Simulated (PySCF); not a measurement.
# Sc+ (scandium, charge +1) across methods

[Ar] 3d2, high-spin 3F determinant (an excited configuration). All numbers are calculated (PySCF 2.14, the non-relativistic Hamiltonian (point nucleus), in aug-cc-pwCVTZ (10s9p7d4f3g, 127 functions)).

```tsv
method	E (hartree)	mean ε 3p α (eV)	mean ε 3p β (eV)	mean ε 3d α (eV)	Σ⟨r²⟩ (bohr²)	⟨S²⟩
PW91	-760.396	-36.963	-35.644	-7.948	23.72	2.000
PBE0	-760.197	-39.581	-37.814	-9.127	23.28	2.001
r2SCAN	-760.349	-37.731	-36.145	-8.013	23.34	2.001
M06-2X	-760.354	-42.078	-40.159	-10.238	23.20	2.001
UHF	-759.51589	-46.780	-43.461	-12.535	22.72	2.003
PBE	-760.155	-36.926	-35.603	-7.896	23.78	2.000
revPBE	-760.284	-36.896	-35.579	-7.872	23.80	2.000
LDA	-758.431	-36.983	-35.691	-7.859	23.71	2.000
```
